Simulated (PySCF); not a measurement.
**How methods differ on the interval between two levels of Cr(2+)**

Cr(2+) [Ar] 3d4 [5D4, M_J = 4] → Cr(2+) [Ar] 3d3 4s1 [5F5, M_J = 5], as a difference of total energies. All numbers are calculated (PySCF 2.14, the two-component X2C-1e Hamiltonian, in x2c-TZVPall-2c). Correlated levels: [Ne] frozen; the 6 highest virtual spinors dropped. "Screened" scales the spin-orbit matrix elements by Boettger's factors to mimic the two-electron term; Breit and QED terms are absent.

```json
{"method": "GHF (spin-free)", "interval between two levels (cm⁻¹)": "46595"}
{"method": "GMP2 (spin-free)", "interval between two levels (cm⁻¹)": "49183"}
{"method": "GHF (screened spin-orbit)", "interval between two levels (cm⁻¹)": "46770"}
{"method": "GMP2 (screened spin-orbit)", "interval between two levels (cm⁻¹)": "49359"}
```

The labels give the starting determinants; with spin-orbit coupling the two ends relaxed to ⟨J²⟩ = 20.00, ⟨L²⟩ = 6.01, ⟨S²⟩ = 6.00 and ⟨J²⟩ = 30.00, ⟨L²⟩ = 12.01, ⟨S²⟩ = 6.00.
